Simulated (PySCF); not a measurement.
1,2,4-triazole (C2H3N3), SMILES c1nc[nH]n1. The structure is a stationary point at TPSSh-D3(BJ)/def2-SVP.

Computed equilibrium geometry at TPSSh-D3(BJ)/def2-SVP (PySCF confirms it by a frequency run) as Cartesian coordinates in Å, and its point group:
point group Cs.
```xyz
8

C      0.0210     1.1189     0.0000
N      1.1594     0.3700     0.0000
C      0.6946    -0.8663     0.0000
N     -0.6594    -0.8427     0.0000
N     -1.1112     0.4268     0.0000
H      0.0229     2.2077     0.0000
H      1.2785    -1.7855     0.0000
H     -1.3173    -1.6161     0.0000
```
Charge 0, spin multiplicity 1.
